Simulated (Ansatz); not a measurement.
`[NH2][AlH][CH2]Cl` and `[SiH3][CH2][AlH][CH2]Cl` differ in one atom or group.

Ansatz, PBE0-D4/def2-TZVP geometries, multiplicity 1. Each molecule was computed in one conformer, which needn't be the lowest. `[NH2][AlH][CH2]Cl` holds a close contact that its SMILES doesn't draw: Cl···Al 2.70 Å. `[SiH3][CH2][AlH][CH2]Cl` holds a close contact that its SMILES doesn't draw: Cl···Al 2.48 Å.

| property | `[NH2][AlH][CH2]Cl` |
| --- | --- |
| HOMO energy (B3LYP/def2-TZVPP) / eV | -7.13 |
| HOMO–LUMO gap (PBE/def2-TZVPP) / eV | 4.80 |
| LUMO energy (PBE0/def2-TZVPP) / eV | -0.33 |
| size of the dipole moment (B3LYP/def2-TZVPP) / D | 1.92 |
| HOMO–LUMO gap (B3LYP/def2-TZVPP) / eV | 6.55 |
| HOMO energy (PBE0/def2-TZVPP) / eV | -7.37 |

Give the same properties after the change, and the shifts. (An estimate is asked.)

The calculation gave: 
```
                                        property  `[SiH3][CH2][AlH][CH2]Cl`  shift
             HOMO energy (B3LYP/def2-TZVPP) / eV                      -7.70  -0.57
             HOMO–LUMO gap (PBE/def2-TZVPP) / eV                       5.10   0.30
              LUMO energy (PBE0/def2-TZVPP) / eV                      -0.68  -0.35
size of the dipole moment (B3LYP/def2-TZVPP) / D                       0.89  -1.03
           HOMO–LUMO gap (B3LYP/def2-TZVPP) / eV                       6.79   0.24
              HOMO energy (PBE0/def2-TZVPP) / eV                      -7.92  -0.55
```

With PBE0 the HOMO falls by 0.55 eV and the LUMO falls by 0.35 eV, so the gap widens by about 0.20 eV. PBE moves the HOMO by -0.67 eV and ωB97M-V by -0.41 eV. Dipoles are sizes alone; their direction can turn.

B3LYP here is the variant with VWN-RPA as its local correlation; programs differ in this.
